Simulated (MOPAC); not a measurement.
Job for MOPAC: PM7 on CH6BN (SMILES CBN), a point of a bond scan (R = 1.107 Å).

```
PM7 1SCF PRECISE CHARGE=0 THREADS=1
CH6BN

B     -0.40473597 1    -0.13480654 1     0.32621441 1
H     -1.24160538 1    -0.47995243 1     1.11052684 1
C      1.10762713 1    -0.49998646 1     0.54395436 1
H      1.23440243 1    -1.58565610 1     0.60751525 1
H      1.46275122 1    -0.10660429 1     1.50203988 1
H      1.77496577 1    -0.12948036 1    -0.23901313 1
N     -0.83495421 1     0.59935740 1    -0.77786552 1
H     -1.89383719 1     0.86894885 1    -0.95331634 1
H     -0.21034237 1     0.93570230 1    -1.49344212 1
```

It printed:

```
*******************************************************************************
 **                                                                           **
 **                              MOPAC v23.2.5                                **
 **                                                                           **
 *******************************************************************************
 ** MOPAC's Digital Object Identifier: https://doi.org/10.5281/zenodo.6511958 **
 **                                                                           **
 ** Please cite the open-source release paper for use of this MOPAC version:  **
 ** J. E. Moussa and J. J. P. Stewart (2026)                                  **
 ** MOPAC: An open-source semiempirical molecular orbital program             **
 ** J. Open Source Softw., 11(119), 8025, https://doi.org/10.21105/joss.08025 **
 *******************************************************************************

                              PM7 CALCULATION RESULTS

 *******************************************************************************
 *  PM7        - The PM7 Hamiltonian to be used
 *
 *
 *
 *                 CHARGE ON SYSTEM = 0
 *
 *
 *
 *  PRECISE    - TIGHTER CRITERIA TO BE USED
 *  1SCF       - DO 1 SCF AND THEN STOP
 *  THREADS=1  - MULTI-THREADING NOT USED
 *  T=         - A TIME OF 172800.0 SECONDS REQUESTED
 *  DUMP=N     - RESTART FILE WRITTEN EVERY 7200.0 SECONDS REQUESTED
 *******************************************************************************
PM7 1SCF PRECISE CHARGE=0 THREADS=1
 CH6BN

   ATOM   CHEMICAL          X               Y               Z
  NUMBER   SYMBOL      (ANGSTROMS)     (ANGSTROMS)     (ANGSTROMS)

     1       B         -0.40473597  *  -0.13480654  *   0.32621441  *
     2       H         -1.24160538  *  -0.47995243  *   1.11052684  *
     3       C          1.10762713  *  -0.49998646  *   0.54395436  *
     4       H          1.23440243  *  -1.58565610  *   0.60751525  *
     5       H          1.46275122  *  -0.10660429  *   1.50203988  *
     6       H          1.77496577  *  -0.12948036  *  -0.23901313  *
     7       N         -0.83495421  *   0.59935740  *  -0.77786552  *
     8       H         -1.89383719  *   0.86894885  *  -0.95331634  *
     9       H         -0.21034237  *   0.93570230  *  -1.49344212  *



          CARTESIAN COORDINATES

    NO.       ATOM           X           Y           Z

     1         B         -0.4047     -0.1348      0.3262
     2         H         -1.2416     -0.4800      1.1105
     3         C          1.1076     -0.5000      0.5440
     4         H          1.2344     -1.5857      0.6075
     5         H          1.4628     -0.1066      1.5020
     6         H          1.7750     -0.1295     -0.2390
     7         N         -0.8350      0.5994     -0.7779
     8         H         -1.8938      0.8689     -0.9533
     9         H         -0.2103      0.9357     -1.4934

 General Reference for PM7:
 "Optimization of Parameters for Semiempirical Methods VI: More Modifications to the
 NDDO Approximations and Re-optimization of Parameters", J. J. P. Stewart, J. Mol. Mod., 1:32, 19 (2013)
 https://link.springer.com/article/10.1007/s00894-012-1667-x

           Empirical Formula: C H6 N B  =     9 atoms



      MOLECULAR POINT GROUP   :   Cs


      RHF CALCULATION, NO. OF DOUBLY OCCUPIED LEVELS = 9


 -------------------------------------------------------------------------------
 PM7 1SCF PRECISE CHARGE=0 THREADS=1
 CH6BN



     1SCF WAS SPECIFIED, SO BFGS WAS NOT USED
     SCF FIELD WAS ACHIEVED


                              PM7 CALCULATION
                                                       MOPAC v23.2.5 Linux




          FINAL HEAT OF FORMATION =        -28.05580 KCAL/MOL =    -117.38547 KJ/MOL


          COSMO AREA              =         91.72 SQUARE ANGSTROMS
          COSMO VOLUME            =         73.17 CUBIC ANGSTROMS

          IONIZATION POTENTIAL    =         10.613846 EV
          HOMO LUMO ENERGIES (EV) =        -10.614  0.410
          NO. OF FILLED LEVELS    =          9
          MOLECULAR WEIGHT        =         42.8751         POINT GROUP:  Cs

          MOLECULAR DIMENSIONS (Angstroms)

            Atom       Atom       Distance
            H     8    H     5     4.27167
            H     2    H     9     2.97131
            H     4    H     8     1.70255


          SCF CALCULATIONS        =          1





   ATOM   CHEMICAL          X               Y               Z
  NUMBER   SYMBOL      (ANGSTROMS)     (ANGSTROMS)     (ANGSTROMS)

     1       B         -0.40473597  *  -0.13480654  *   0.32621441  *
     2       H         -1.24160538  *  -0.47995243  *   1.11052684  *
     3       C          1.10762713  *  -0.49998646  *   0.54395436  *
     4       H          1.23440243  *  -1.58565610  *   0.60751525  *
     5       H          1.46275122  *  -0.10660429  *   1.50203988  *
     6       H          1.77496577  *  -0.12948036  *  -0.23901313  *
     7       N         -0.83495421  *   0.59935740  *  -0.77786552  *
     8       H         -1.89383719  *   0.86894885  *  -0.95331634  *
     9       H         -0.21034237  *   0.93570230  *  -1.49344212  *

                             CARTESIAN COORDINATES

   1    B       -0.404735970    -0.134806540     0.326214410
   2    H       -1.241605380    -0.479952430     1.110526840
   3    C        1.107627130    -0.499986460     0.543954360
   4    H        1.234402430    -1.585656100     0.607515250
   5    H        1.462751220    -0.106604290     1.502039880
   6    H        1.774965770    -0.129480360    -0.239013130
   7    N       -0.834954210     0.599357400    -0.777865520
   8    H       -1.893837190     0.868948850    -0.953316340
   9    H       -0.210342370     0.935702300    -1.493442120


           Empirical Formula: C H6 N B  =     9 atoms



      MOLECULAR POINT GROUP   :   Cs


                  EIGENVALUES
 -34.66906 -24.00673 -17.25317 -16.18008 -13.77820 -13.37552 -11.92350 -10.89223
 -10.61385   0.41042   2.70492   3.52038   4.96911   6.22794   6.29911   6.41347
   7.17096   7.62411


              NET ATOMIC CHARGES AND DIPOLE CONTRIBUTIONS

  ATOM NO.   TYPE          CHARGE      No. of ELECS.   s-Pop       p-Pop
    1          B           0.021093        2.9789     0.69769     2.28122
    2          H           0.072985        0.9270     0.92702
    3          C          -0.547873        4.5479     1.05082     3.49706
    4          H           0.153556        0.8464     0.84644
    5          H           0.153556        0.8464     0.84644
    6          H           0.137074        0.8629     0.86293
    7          N          -0.543315        5.5433     1.54427     3.99905
    8          H           0.285600        0.7144     0.71440
    9          H           0.267324        0.7327     0.73268
 DIPOLE           X         Y         Z       TOTAL
 POINT-CHG.    -0.922     0.630    -0.806     1.377
 HYBRID         0.236     0.404    -0.727     0.865
 SUM           -0.686     1.033    -1.533     1.972


          ATOMIC ORBITAL ELECTRON POPULATIONS

     Atom    s        px        py        pz
    1  B   0.69769   0.99406   0.54177   0.74539
    2  H   0.92702
    3  C   1.05082   1.15842   1.16977   1.16886
    4  H   0.84644
    5  H   0.84644
    6  H   0.86293
    7  N   1.54427   1.19752   1.48529   1.31625
    8  H   0.71440
    9  H   0.73268

 **********************
 *                    *
 * JOB ENDED NORMALLY *
 *                    *
 **********************




 == MOPAC DONE ==
```

The run finished.

Cost: around 0.020 core-seconds (rough).
